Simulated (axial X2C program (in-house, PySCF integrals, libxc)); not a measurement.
**Worked dissociation energy of NiN: CCSD, without spin–orbit coupling**

Calculated with an in-house relativistic program for diatomic molecules. Spin-free means the one-electron spin-free X2C Hamiltonian. Basis: Ni dyall-cv3z [9s9p6d3f2g], N dyall-av3z [7s7p3d2f] (cores contracted in-house); Gaussian nuclei, density fitting, unrestricted open shells. Masses: Ni 57.935 u, N 14.003 u.

Molecular state: M_S = 3/2, Λ = 0 (beyond evenly filled blocks: σα, π+α, π-α).

Correlated methods: 15 electrons correlated (number of frozen shells: Ni 3 s, 2 p; N 1 s), 249 virtual spin orbitals or spinors in MP2, 89 natural virtuals in coupled cluster.

```
E(Ni) (2M_S = 2, M_L = 3) : -1519.460999 hartree
E(N) (2M_S = 3, M_L = 0)  : -54.549194 hartree
E(NiN) at Re              : -1574.058302 hartree
ωe                        : 448.5 cm⁻¹
```

Question: Work out De and D0.

Answer: De = -1519.460999 + (-54.549194) − (-1574.058302) = 0.04811 hartree = 1.309 eV. The zero-point energy is ωe/2 = 224 cm⁻¹ = 0.028 eV, so D0 = 1.281 eV.

One determinant describes the state; a PBE0 search over occupations chose it and may have missed a lower one. Dissociation energies refer to the lowest single-determinant-based atoms at the same level and basis. CCSD ran in a truncated set of natural virtual spinors with an MP2 remainder; without triples it tends to underbind. PBE0 can misorder states that lie within some tenths of an eV, so this need not be the ground state of the molecule. The nearest other spin-free determinant of the search, M_S = 1/2, Λ = 0, lies 0.25 eV up at the distance of the search. The T1 diagnostic is large, a sign of multireference character.

The levels of this run spread widely (ωe from 449 to 843 cm⁻¹), so these constants depend on the method.

Each atomic determinant is the lowest at this level and need not be a pure term. Totals compare only within one Hamiltonian and basis.
